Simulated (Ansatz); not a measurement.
`F[B]([ZnH])CCl` + `[SiH3]S` → `FB(CCl)[SiH2]S` + `[ZnH2]`  (formal exchange of groups at a B–Zn bond)

Isolated molecules relaxed with PBE0-D4/def2-TZVP in Ansatz; ΔE leaves out vibrations. CBS: MP2 limit from def2 TZ/QZ plus the TZ coupled-cluster correction, frozen cores. Functionals use def2-TZVPP. For Zn outer-core shells are correlated without core-valence functions, which leaves a few kJ/mol of doubt a bond. Scalar relativity is left out up to krypton. Each species was taken in one conformer, which may not be the lowest.

`F[B]([ZnH])CCl`:

```xyz
8

F     1.430   -0.163    1.377
B     0.460    0.133    0.513
Zn   -1.210    1.251    1.107
C     0.596   -0.537   -0.916
Cl   -0.673   -1.804   -0.734
H    -2.454    2.085    1.531
H     0.311    0.079   -1.767
H     1.541   -1.045   -1.111
```

`[SiH3]S`:

Z-matrix (Å, degrees):
```
Si
S 1 2.137
H 1 1.485 2 111.6
H 1 1.485 2 111.6 3 -122.0
H 1 1.482 2 104.8 3 119.0
H 2 1.344 1 94.7 3 60.9
```

`FB(CCl)[SiH2]S`:

```xyz
11

F    -0.471    0.270    2.265
B    -0.380    0.049    0.960
C    -0.913   -1.321    0.405
Cl    0.702   -2.129    0.354
Si    0.513    1.441   -0.228
S     0.623    0.774   -2.263
H    -1.299   -1.313   -0.612
H    -1.551   -1.899    1.071
H     1.846    1.833    0.304
H    -0.334    2.663   -0.294
H     1.263   -0.369   -1.960
```

`[ZnH2]`:

Cartesian coordinates in Å:
```
Zn 0.000 0.000 0.000
H -0.605 0.584 -1.295
H 0.605 -0.584 1.295
```

| level | ΔE (kJ/mol) | difference from CCSD(T)/CBS |
| --- | --- | --- |
| PBE-D4 | -10.7 | -6.5 |
| r2SCAN-D4 | -10.0 | -5.8 |
| PBE0-D4 | -11.2 | -7.0 |
| ωB97X-V | -8.0 | -3.8 |
| PBE | -3.8 | 0.4 |
| r2SCAN | -7.9 | -3.7 |
| PBE0 | -4.9 | -0.7 |
| HF/def2-TZVPP | 0.9 | 5.1 |
| MP2/def2-TZVPP | -5.1 | -0.9 |
| SCS-MP2/def2-TZVPP | -2.7 | 1.5 |
| CCSD/def2-TZVPP | -4.5 | -0.3 |
| CCSD(T)/def2-TZVPP | -6.1 | -1.9 |
| MP2/def2-QZVPP | -3.6 | 0.6 |
| SCS-MP2/def2-QZVPP | -1.3 | 2.9 |
| HF/CBS(def2) | 1.9 | 6.1 |
| MP2/CBS(def2) | -3.1 | 1.1 |
| CCSD(T)/CBS | -4.2 | 0 |

Largest T1 diagnostic among the species: 0.016.

The D4 term adds −10.8 kJ/mol with B3LYP and −6.3 kJ/mol with PBE0; it sums over pairs of atoms, weighted by their polarisabilities, and B3LYP, whose exchange is more repulsive, gets the larger term. In def2-TZVPP, CCSD(T) changes the Hartree–Fock value by −7.0 kJ/mol (the triples alone add −1.6 kJ/mol) and MP2 by −6.0 kJ/mol.

B3LYP here is the variant with VWN-RPA as its local correlation; programs differ in this.
